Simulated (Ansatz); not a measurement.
Ansatz (an electronic-structure program) job for digallium oxide (Ga2O), SMILES [Ga][O][Ga] (connectivity only; charge and spin as stated), neutral, multiplicity 1, PBE0-D3(BJ)/def2-TZVP. 

Ansatz 0.2 input:
```yaml
crystal:
  periodic: [false, false, false]
  atoms:
    - {symbol: Ga, position_ang: [0.00000000, 0.00000000, -1.80778756]}
    - {symbol: O, position_ang: [0.00000000, 0.00000000, 0.00000000]}
    - {symbol: Ga, position_ang: [0.00000000, 0.00000000, 1.80778756]}
basis:
  gaussian:
    orbitals: def2-TZVP
hamiltonian:
  xc: pbe0
  dispersion: d3bj
relax: {f_tol: 0.002, max_steps: 200}
```

It prints:

```
WARN ansatz: RAYON_NUM_THREADS=1 ignored (pool sized by the plan → 1); use --threads N
Functional definition: PBE0
integrals: 0.06 GiB planned
977 factors; their error is unknown
mean field: 0.53 GiB planned
mean field evaluation 1: about -106780.1352 eV, gradient 7.4e1 eV
mean field evaluation 2: about -106681.2751 eV, gradient 1.9e2 eV
mean field evaluation 4: about -106789.3415 eV, gradient 1.5e1 eV
mean field evaluation 8: about -106789.5014 eV, gradient 1.3e-1 eV
mean field evaluation 16: about -106789.8857 eV, gradient 4.5e-5 eV
mean field -106789.88568031 eV, -3924.4559139671 hartree, gradient 4.4e-5 eV, S^2 0.000000; 0 other end points of the search recorded, 0 dependent functions left out
the calculation of the forces begins
reference -106789.88570297 eV, -3924.4559147997 hartree; 35, 35 occupied and 92, 92 virtual orbitals, 977 factors
relax step   1: F+E_penalty+E_count = -106789.95495030 eV  Δ(F+E_penalty+E_count) = +0.000e0 eV  max|allowed force component| = 1.570e-1 eV/Å  Δτ_max = 0.0000 Å  (28 SCF iters, accepted)
these checks for a lower state are left out or cut short: starts, cluster_reference, orbital_swaps, neighbouring_geometries, increment
integrals: 0.06 GiB planned
977 factors; their error is unknown
mean field: 0.53 GiB planned
mean field -106789.88649567 eV, -3924.4559439310 hartree, gradient 1.1e-5 eV, S^2 0.000000; 0 other end points of the search recorded, 0 dependent functions left out
the calculation of the forces begins
reference -106789.88651831 eV, -3924.4559447630 hartree; 35, 35 occupied and 92, 92 virtual orbitals, 977 factors
relax step   2: F+E_penalty+E_count = -106789.95581197 eV  Δ(F+E_penalty+E_count) = -8.617e-4 eV  max|allowed force component| = 7.604e-2 eV/Å  Δτ_max = 0.0037 Å  (30 SCF iters, accepted)
these checks for a lower state are left out or cut short: starts, cluster_reference, orbital_swaps, neighbouring_geometries, increment
integrals: 0.06 GiB planned
977 factors; their error is unknown
mean field: 0.53 GiB planned
mean field evaluation 32: about -106789.8867 eV, gradient 1.0e-5 eV
mean field -106789.88671338 eV, -3924.4559519316 hartree, gradient 1.0e-5 eV, S^2 0.000000; 0 other end points of the search recorded, 0 dependent functions left out
the calculation of the forces begins
reference -106789.88673600 eV, -3924.4559527631 hartree; 35, 35 occupied and 92, 92 virtual orbitals, 977 factors
relax step   3: F+E_penalty+E_count = -106789.95607197 eV  Δ(F+E_penalty+E_count) = -2.600e-4 eV  max|allowed force component| = 8.656e-4 eV/Å  Δτ_max = 0.0034 Å  (30 SCF iters, accepted)
integrals: 0.06 GiB planned
977 factors; their error is unknown
mean field: 0.53 GiB planned
mean field -106789.88671338 eV, -3924.4559519316 hartree, gradient 1.1e-5 eV, S^2 0.000000; 1 other end points of the search recorded, 0 dependent functions left out
the calculation of the forces begins
reference -106789.88673600 eV, -3924.4559527631 hartree; 35, 35 occupied and 92, 92 virtual orbitals, 977 factors
Total energy: -106789.95609459 eV, -3924.4585016442 hartree
Atom 0 at    -0.000000     0.000000    -1.800645 Å, force     0.000000    -0.000000    -0.000866 eV/Å
Atom 1 at     0.000000    -0.000000    -0.000000 Å, force    -0.000000     0.000000    -0.000000 eV/Å
Atom 2 at    -0.000000     0.000000     1.800645 Å, force     0.000000    -0.000000     0.000866 eV/Å
Dipole moment:     0.000000     0.000000    -0.000000 e Å
```

Self-consistency was reached.

Cost: about 11 core-seconds (a rough figure).
